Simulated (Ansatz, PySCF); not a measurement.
Reaction R1 → P1 + P2, each structure at its B3LYP-D3(BJ)/def2-TZVP stationary point, reached from a drawn start (curvature not checked).
R1: HCl (SMILES Cl), charge 0, multiplicity 1.
P1: Cl atom, charge 0, multiplicity 2.
P2: H atom, charge 0, multiplicity 2.

```
level                                  reaction energy (kJ/mol)  minus CCSD(T)/CBS(cc-pV(T+d)Z, cc-pV(Q+d)Z)
-------------------------------------  ------------------------  -------------------------------------------
HF/cc-pV(T+d)Z                                            321.4                                       -128.7
HF/cc-pV(Q+d)Z                                            321.9                                       -128.1
SVWN5/def2-TZVPP                                          503.1                                         53.0
PBE/def2-TZVPP                                            444.7                                         -5.4
BLYP/def2-TZVPP                                           436.3                                        -13.7
revPBE/def2-TZVPP                                         434.6                                        -15.4
r2SCAN/def2-TZVPP                                         443.7                                         -6.3
B97M-V/def2-TZVPP                                         450.3                                          0.2
PBE0/def2-TZVPP                                           438.4                                        -11.6
M06-2X/def2-TZVPP                                         442.2                                         -7.8
CAM-B3LYP/def2-TZVPP                                      439.0                                        -11.0
wB97M-V/def2-TZVPP                                        448.5                                         -1.5
MP2/cc-pV(D+d)Z                                           413.3                                        -36.7
MP2/cc-pV(T+d)Z                                           438.9                                        -11.2
SCS-MP2/cc-pV(T+d)Z                                       437.8                                        -12.2
SCS-MP2/cc-pV(Q+d)Z                                       446.8                                         -3.2
CCSD/cc-pV(D+d)Z                                          411.7                                        -38.3
CCSD/cc-pV(Q+d)Z                                          438.4                                        -11.6
CCSD(T)/cc-pV(Q+d)Z                                       444.8                                         -5.3
CCSD(T)/CBS(cc-pV(T+d)Z, cc-pV(Q+d)Z)                     450.0                                          0.0
```

 The comparison column counts from a level with limits of its own.

P less R. No zero-point or thermal terms; singlets are restricted closed shells; open shells are unrestricted; no spin–orbit coupling.

Frozen-core correlation throughout. CBS(a, b) extrapolates the correlation energy as X⁻³ and adds the Hartree–Fock energy of set b.

Run with Ansatz (Gaussian basis) for Hartree–Fock, density functionals and correlated methods; PySCF for M06-2X. All values are computed, each at the level named.

Ansatz is a first-principles code.
